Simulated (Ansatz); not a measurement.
Calculated with Ansatz (gas phase, PBE0-D4/def2-TZVP geometries, no zero-point term in ΔE). CBS: MP2 limit from def2 TZ/QZ plus the TZ coupled-cluster correction, frozen cores. One conformer a species, not always the lowest.

Consider the redistribution: `C[SiH2][Al]([F])[Cl]` + `[NH2][AlH][CH]=O` → `[F][Al]([SiH3])[Cl]` + `[CH3][Al]([NH2])[CH]=O`.

```csv
species,MP2/def2-QZVPP energy (Eh)
`C[SiH2][Al]([F])[Cl]`,-1131.74621
`[NH2][AlH][CH]=O`,-412.25858
`[F][Al]([SiH3])[Cl]`,-1092.49616
`[CH3][Al]([NH2])[CH]=O`,-451.51115
```

Task: Work out ΔE.

Result: ΔE = (-1092.49616) + (-451.51115) − (-1131.74621) − (-412.25858) = -0.00252 Eh = -6.6 kJ/mol. CCSD(T)/CBS gives -7.7 kJ/mol.

Largest T1 diagnostic among the species: 0.015.
